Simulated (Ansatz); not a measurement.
Basis-set series for CH3Cl3HfO (`C[O][Hf]([Cl])([Cl])[Cl]`). The species carries charge 0 and has multiplicity 1. Hf takes the def2 core potential. All single points use the PBE0-D4/def2-TZVP geometry. It is one conformer, not always the lowest.

```xyz
9

C    -0.1682   -1.3352    1.0873
O    -0.0309   -0.2577    0.2106
Hf    0.1498    1.1868   -0.9662
Cl    2.1382    2.3130   -0.4555
Cl    0.2176    0.3544   -3.1537
Cl   -1.6921    2.6047   -0.6844
H     0.6879   -1.3739    1.7654
H    -1.0834   -1.2225    1.6739
H    -0.2189   -2.2696    0.5226
```

```tsv
functional	basis	functions	energy (Eh)	HOMO (eV)	LUMO (eV)
PBE0-D4	def2-SVP	129	-1542.95652	-9.13	-1.23
PBE0-D4	def2-QZVPP	495	-1543.62261	-9.15	-1.33
ωB97M-V	def2-SVP	129	-1543.35781	-11.37	0.91
ωB97M-V	def2-QZVPP	495	-1544.02127	-11.44	0.51
```

(1) Give the rows for def2-TZVPP. (Estimate.)

## Answers

(1) Ansatz gave: 
```tsv
functional	basis	functions	energy (Eh)	HOMO (eV)	LUMO (eV)
PBE0-D4	def2-TZVPP	286	-1543.57554	-9.13	-1.28
ωB97M-V	def2-TZVPP	286	-1543.97645	-11.41	0.80
```

Positive LUMOs are unbound and depend on the basis.
